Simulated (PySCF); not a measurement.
Bonds (- single, = double, # triple, : aromatic): Si1-Si2, Si2-Si3, Si3-Si4, Si3-Si5. Si1 carries H6, H7, H8; Si2 carries H9, H10; Si3 carries H11; Si4 carries H12, H13, H14; Si5 carries H15, H16, H17.

Geometry: PBE0-D3(BJ)/def2-TZVP; GIAO shifts from PySCF 2.14.0 with density-fitted response routines, gas phase, non-relativistic, averaged over equivalent atoms.

At KT3/pcSseg-2 (383 basis functions):
| atoms | δ (ppm) |
| --- | --- |
| Si4/Si5 | -99.5 |
| Si1 | -103.6 |
| Si2 | -108.2 |
| Si3 | -126.9 |
| H12/H13/H14/H15/H16/H17 | 3.80 |
| H6/H7/H8 | 3.76 |
| H9/H10 | 3.71 |
| H11 | 3.38 |

δ = σ(ref) − σ, references computed at the same level: TMS for $^{29}$Si (σ = 359.36 ppm), $^{1}$H (σ = 31.63 ppm).

Problem. What do these become at B97-2/pcSseg-2?

Solution. 
| atoms | δ at B97-2/pcSseg-2 | change |
| --- | --- | --- |
| Si4/Si5 | -100.6 | -1.1 |
| Si1 | -104.5 | -0.9 |
| Si2 | -111.4 | -3.2 |
| Si3 | -132.3 | -5.4 |
| H12/H13/H14/H15/H16/H17 | 3.84 | +0.04 |
| H6/H7/H8 | 3.79 | +0.03 |
| H9/H10 | 3.70 | -0.01 |
| H11 | 3.33 | -0.05 |

Chemical shifts δ = σref − σ; $^{29}$Si (σ = 348.46 ppm) and $^{1}$H (σ = 31.64 ppm) against TMS, all at this level.

The largest change is at Si3 (silicon bonded to 3 Si, H). Cost: 383 basis functions.
